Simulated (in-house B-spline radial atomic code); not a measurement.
Ionising Bi5+ with different functionals

Computed with a B-spline radial code for spherical atoms: scalar-relativistic (spin-free X2C) Hamiltonian, Fermi nucleus of rms radius 5.5211 fm, spin-polarised at highest spin, spherical fractional occupations for the functionals, and exact exchange of hybrids averaged over the configuration. The ionisation energy is the difference of two self-consistent energies, [Xe] 4f14 5d10 → [Xe] 4f14 5d9, without Breit or QED terms; ε is the level of the shell that loses the electron (its least bound occupied spin orbital). There is no spin-orbit coupling in this Hamiltonian.

```tsv
method	rung	ΔSCF (eV)	-ε(5d) (eV)
PBE0	global hybrid	89.17	83.09
B3LYP	global hybrid	89.14	82.57
TPSSh	global hybrid	89.13	81.61
BHandHLYP	global hybrid	89.05	85.41
r2SCAN0	global hybrid	89.51	83.50
B97-1	global hybrid	?	?
HSE06	range-separated hybrid	89.13	82.64
wB97X	range-separated hybrid	88.89	85.46
CAM-B3LYP	range-separated hybrid	?	?
LC-wPBE	range-separated hybrid	88.96	85.72
```

Problem. What does CAM-B3LYP give?

Solution. ΔSCF 89.07 eV, and -ε(5d) = 84.49 eV.

Problem. What does B97-1 give?

Solution. ΔSCF 89.12 eV, and -ε(5d) = 82.64 eV.

Problem. Among the functionals, which spreads more, the ΔSCF values or the orbital energies?

Solution. The orbital energies: ΔSCF values span about 0.62 eV and the orbital energies 4.11 eV; here energy differences depend much less on the functional than eigenvalues do.

Problem. How do they compare with the NIST value?

Solution. NIST lists 88.4 eV ± 0.7 (semi-empirical, ground level to ground level). Errors run from +0.49 to +1.11 eV; all lie within about twice that uncertainty, so the table can't rank the methods.
